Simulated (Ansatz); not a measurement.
`O[SiH2]SC[SiH3]` and `O[SiH2]S` differ in one atom or group.

Ansatz, PBE0-D4/def2-TZVP geometries, multiplicity 1. Each molecule was computed in one conformer, which needn't be the lowest.

| property | `O[SiH2]SC[SiH3]` |
| --- | --- |
| HOMO energy (PBE/def2-TZVPP) / eV | -5.79 |
| size of the dipole moment (PBE/def2-TZVPP) / D | 1.98 |
| size of the dipole moment (ωB97M-V/def2-TZVPP) / D | 2.03 |
| HOMO–LUMO gap (B3LYP/def2-TZVPP) / eV | 6.16 |
| LUMO energy (B3LYP/def2-TZVPP) / eV | -0.57 |
| LUMO energy (PBE0/def2-TZVPP) / eV | -0.37 |

Task: Give the same properties after the change, and the shifts. (Estimate.)

Result: The calculation gave: 
```
                                          property  `O[SiH2]S`  shift
                 HOMO energy (PBE/def2-TZVPP) / eV       -6.45  -0.66
    size of the dipole moment (PBE/def2-TZVPP) / D        0.85  -1.13
size of the dipole moment (ωB97M-V/def2-TZVPP) / D        0.83  -1.20
             HOMO–LUMO gap (B3LYP/def2-TZVPP) / eV        7.42   1.26
               LUMO energy (B3LYP/def2-TZVPP) / eV       -0.02   0.55
                LUMO energy (PBE0/def2-TZVPP) / eV        0.26   0.63
```

With PBE0 the HOMO falls by 0.74 eV and the LUMO rises by 0.63 eV, so the gap widens by about 1.37 eV. PBE moves the HOMO by -0.66 eV and ωB97M-V by -0.79 eV. Dipoles are sizes alone; their direction can turn.

B3LYP here is the variant with VWN-RPA as its local correlation; programs differ in this.
